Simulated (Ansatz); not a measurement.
Reaction (ligand exchange at the In–N bond): `C[N](C)[In]([SH])[Cl]` + HCl → `[SH][In]([Cl])[Cl]` + `CNC`

Isolated molecules relaxed with PBE0-D4/def2-TZVP in Ansatz; ΔE leaves out vibrations. CBS: MP2 limit from def2 TZ/QZ plus the TZ coupled-cluster correction, frozen cores. This one scheme is used for every species. DFT in def2-TZVPP. B3LYP here is the variant with VWN-RPA as its local correlation; programs differ in this. def2 core potentials past Kr. For In outer-core shells are correlated without core-valence functions, which leaves a few kJ/mol of doubt a bond. One conformer a species, not always the lowest.

| level | ΔE (kJ/mol) |
| --- | --- |
| r2SCAN-D4 | -106.4 |
| B3LYP-D4 | -104.6 |
| B2PLYP | -105.6 |
| r2SCAN | -108.5 |
| PBE0 | -112.8 |
| MP2/def2-QZVPP | -90.9 |
| SCS-MP2/def2-QZVPP | -95.9 |
| HF/CBS(def2) | -135.1 |

Question: What does CCSD(T)/CBS give? (Best estimate.)

Answer: Ansatz gave: -94.4 kJ/mol. The listed levels differ from it by -12.0, -10.2, -11.2, -14.1, -18.4, 3.5, -1.5, -40.7 kJ/mol.

Largest T1 diagnostic among the species: 0.014.

From PBE to PBE0 (25 % exact exchange), in def2-TZVPP and without D4, ΔE moves by −6.2 kJ/mol. The D4 term adds +9.7 kJ/mol with B3LYP and +5.7 kJ/mol with PBE0; it sums over pairs of atoms, weighted by their polarisabilities, and B3LYP, whose exchange is more repulsive, gets the larger term.
